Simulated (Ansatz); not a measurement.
`CCB(C)S` + H₂ → `CBS` + `CC` at 400 K and 1 bar (hydrogenolysis of a B–C bond).

Program: Ansatz. Geometries: PBE0-D4/def2-TZVP. ΔE: electronic, gas phase. CCSD(T)/CBS adds triple-zeta CCSD(T) − MP2 to the extrapolated MP2 energy (def2 sets, frozen cores). This one scheme is used for every species. One conformer a species, not always the lowest.

```json
{"species": "`CCB(C)S`", "CCSD(T)/CBS energy (Eh)": "-542.19731", "H − E (kJ/mol)": "340.9", "S (J/(mol·K))": "395.5"}
{"species": "H₂", "CCSD(T)/CBS energy (Eh)": "-1.17544", "H − E (kJ/mol)": "38.0", "S (J/(mol·K))": "139.0"}
{"species": "`CBS`", "CCSD(T)/CBS energy (Eh)": "-463.66090", "H − E (kJ/mol)": "177.9", "S (J/(mol·K))": "309.0"}
{"species": "`CC`", "CCSD(T)/CBS energy (Eh)": "-79.71954", "H − E (kJ/mol)": "213.5", "S (J/(mol·K))": "244.3"}
```

H − E and S are ideal-gas, rigid-rotor, harmonic terms from PBE0-D4/def2-TZVP, for one conformer and one mirror image of each species. For small species the MP2-based limit differs from directly extrapolated CCSD(T) by up to some mEh (0.8 for H₂); such offsets cancel only in part. 1 Eh = 2625.50 kJ/mol, R = 8.31446 J/(mol·K).

By hand: ΔE, ΔH, ΔS and ΔG.

ΔE = (-463.66090) + (-79.71954) − (-542.19731) − (-1.17544) = -0.00769 Eh = -20.2 kJ/mol. Δ(H − E) = 177.9 + 213.5 − 340.9 − 38.0 = 12.5, so ΔH = -7.7 kJ/mol. ΔS = 309.0 + 244.3 − 395.5 − 139.0 = 18.8 J/(mol·K). ΔG = -7.7 − 400 × (18.8)/1000 = -15.2 kJ/mol.

By hand: the equilibrium constant, and the temperature at which ΔG would vanish if ΔH and ΔS stayed fixed.

log₁₀ K = −ΔG/(RT ln 10) = 2.0. ΔH and −TΔS have one sign here, so there is no such temperature.

TΔS isn't small against ΔH here. A doubt of 5 kJ/mol in ΔE shifts log₁₀ K by 0.7 here. Other conformers and mirror images would add mixing entropy, several J/(mol·K) or more a flexible species. Modes under 60 cm⁻¹, often nearly free rotors, make the harmonic entropy too high. These are equilibria of isolated gas molecules and say nothing of rates. Largest T1 diagnostic: 0.013 (customary marks: 0.02 for closed shells, 0.045 for open ones).
